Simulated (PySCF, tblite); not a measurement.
C4H12N2OSi.
Cartesian coordinates in Å at the GFN2-xTB level; atoms count from 1:
```
atom  x, y, z in Å
N1     0.9379   -1.4390    2.0077
Si2    1.4398   -0.4654    0.6740
C3     0.6136    1.2437    0.9041
N4    -0.8404    1.2451    0.7632
C5    -1.3468    1.1005   -0.5808
C6    -1.2964   -0.2949   -1.2320
C7     0.0941   -0.7526   -1.6709
O8     0.8552   -1.2630   -0.6151
H9     1.0057   -2.4377    1.8881
H10    1.2639   -1.1850    2.9253
H11    2.8833   -0.3061    0.4531
H12    0.8305    1.6572    1.8920
H13    1.0062    1.9629    0.1809
H14   -1.2347    0.5278    1.3644
H15   -0.8112    1.8142   -1.2158
H16   -2.3989    1.4090   -0.5479
H17   -1.6892   -1.0342   -0.5307
H18   -1.9433   -0.2792   -2.1118
H19    0.6260    0.0762   -2.1541
H20   -0.0003   -1.5688   -2.3966
```

Theory: PBE0/pcSseg-1 in PySCF (dipole) on a GFN2-xTB geometry, gas phase.

Take the most abundant isotopes and a rigid rotor. The values belong to one conformer with, in the numbering `[NH2:1][Si@@H:2]1[CH2:3][NH:4][CH2:5][CH2:6][CH2:7][O:8]1`, H–N1–Si2–C3 159° and -67°, N1–Si2–C3–N4 -67°, Si2–C3–N4–C5 -73°, C3–N4–C5–C6 75°, N4–C5–C6–C7 -74°.

Problem. Give the principal moments of inertia and the rotational constants in cm⁻¹.

Solution. Ia = 214.00, Ib = 320.60, Ic = 433.73 u·Å²; 505379 MHz·u·Å²/I gives 2362, 1576 and 1165 MHz, that is A = 0.07877, B = 0.05258, C = 0.03887 cm⁻¹.

Problem. Classify the top.

Solution. An asymmetric top; Ray's κ = -0.313.

Problem. What does the inertial defect say?

Solution. Not planar: Δ = Ic − Ia − Ib = -100.87 u·Å². For a rigid frame Δ = −2 Σ m c², so Σ m c² = 50.44 u·Å² lies off the ab plane: 17.22 from hydrogen and 33.22 from heavier atoms. The atom farthest from that plane is 1.72 Å away.

Problem. List the rotational levels J(Ka,Kc) to J = 4 (MHz).

Solution. Above 0(0,0):
J = 1: 1(0,1) 2742, 1(1,1) 3527, 1(1,0) 3938
J = 2: 2(0,2) 8101, 2(1,2) 8599, 2(1,1) 9832, 2(2,1) 12188, 2(2,0) 12312
J = 3: 3(0,3) 15889, 3(1,3) 16138, 3(1,2) 18580, 3(2,2) 20412, 3(2,1) 20973, 3(3,1) 25435, 3(3,0) 25460
J = 4: 4(0,4) 25986, 4(1,4) 26090, 4(1,3) 30039, 4(2,3) 31280, 4(2,2) 32705, 4(3,2) 36592, 4(3,1) 36755, 4(4,1) 43366, 4(4,0) 43370
Those of J = 1 are B + C, A + C and A + B.

Problem. Predict some low-J microwave lines.

Solution. The dipole components are |μa| = 0.39 D, |μb| = 0.31 D, |μc| = 0.31 D. Intensities carry the squares of the components, which stand as 1.00 : 0.62 : 0.62 (a : b : c). Some lines, for components of 0.1 D or more:

```csv
type,branch,"J(Ka,Kc)",MHz,lower level (cm⁻¹)
a,Q,"1(1,0) ← 1(1,1)",411,0.118
a,Q,"2(1,1) ← 2(1,2)",1233,0.287
a,R,"1(0,1) ← 0(0,0)",2742,0.000
b,Q,"3(3,0) ← 3(2,1)",4487,0.700
b,R,"2(1,2) ← 1(0,1)",5857,0.091
a,R,"2(1,1) ← 1(1,0)",5894,0.131
c,R,"2(2,0) ← 1(1,0)",8374,0.131
b,R,"3(2,2) ← 2(1,1)",10580,0.328
c,R,"3(3,0) ← 2(2,0)",13148,0.411
c,R,"3(3,1) ← 2(2,1)",13247,0.407
b,R,"3(3,0) ← 2(2,1)",13272,0.407
```

Problem. Estimate the classical rotational partition function at 50 K, 200 K and 500 K.

Solution. Point group C1, symmetry number σ = 1; q = (√π/σ)·√((kT/h)³/(ABC)), k/h = 20836.6 MHz/K: 28600 at 50 K, 229000 at 200 K, 905000 at 500 K.

Its lowest GFN2-xTB frequency is 15i cm⁻¹, too small to tell a flat minimum from a shallow saddle. Constants of a rigid frame at the computed geometry: no zero-point averaging, no centrifugal distortion. A rigid rotor knows nothing of inversion at nitrogen, which can split or shift real lines. Quadrupole hyperfine structure (14N) is left out.
